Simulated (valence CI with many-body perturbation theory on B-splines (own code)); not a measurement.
# Which ion has this spectrum?

A relativistic CI+MBPT calculation for an atom or ion with 22 electrons gives these levels (eV):

```csv
J,Parity,E,g
0,even,0.000,
1,even,37.488,1.49
4,even,48.259,1.07
2,even,49.721,1.24
3,even,53.049,1.15
0,even,82.767,
2,even,84.254,1.22
4,even,85.313,1.15
3,even,87.103,1.15
5,even,90.739,1.08
6,even,93.354,1.07
1,even,94.384,1.11
4,even,97.993,1.03
3,even,98.078,1.08
```

The energies are calculated, and their last digits are not significant.

Q: Which is it?
A. Dy44+
B. Ho45+
C. Yb48+
D. Gd42+

A: B. Ho45+, ground level (3d3/2^4) J=0.
